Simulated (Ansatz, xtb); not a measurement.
**Relaxing a trial structure of AlH5SbTe**

The starting geometry of this gas-phase doublet was built from a drawn formula by distance geometry and a force field; its bonds are those of `[AlH2][SbH][TeH2]`.

```xyz
8

Al   -0.7714    0.8254   -0.4736
Sb    1.5646    0.3706    0.6646
Te    1.6660   -2.1541   -0.4419
H    -0.8579    1.7973   -1.7214
H    -2.0491    0.1172    0.0253
H     2.4437    1.0838   -0.6842
H     3.1418   -2.5172    0.4842
H     0.7222   -2.8135    0.8681
```

Predict what it relaxes into with r2SCAN-D4/def2-SVP.

It rearranges, giving a structure given below by its coordinates. Contacts that open: Sb2–Te3 (2.76 → 4.35 Å). Contacts that close: Al1–Te3 (3.85 → 2.86 Å).

The energy falls by 1.47 eV over 31 steps:

| step | E − E(last) (eV) |
| --- | --- |
| 1 | 1.474 |
| 4 | 0.603 |
| 8 | 0.498 |
| 11 | 0.493 |
| 14 | 0.456 |
| 18 | 0.060 |
| 21 | 0.025 |
| 24 | 0.004 |
| 28 | 0.000 |
| 31 | 0.000 |

Final geometry (Å):

```xyz
8

Al   -0.3057    0.3215   -0.4335
Sb    1.3717    1.5451    1.2448
Te    0.7066   -2.3500   -0.5697
H    -0.1506    0.5541   -2.0105
H    -1.7413   -0.1080    0.1304
H     2.6597    1.2437    0.1330
H     2.2998   -1.9320   -0.8273
H     1.0197   -2.5649    1.0540
```

From the same start GFN2-xTB ends elsewhere, differing in Al1–H6 (1.60 against 3.16 Å here), Sb2–Te3 (2.77 against 4.35 Å here), Sb2–H6 (3.46 against 1.73 Å here).

The end wasn't checked by frequencies. Open shells are spin-unrestricted. Atoms past krypton carry core potentials, without spin–orbit terms. Run with Ansatz 0.2.0, 4.4 min on 2 threads of Arm Neoverse V1 (shared host).
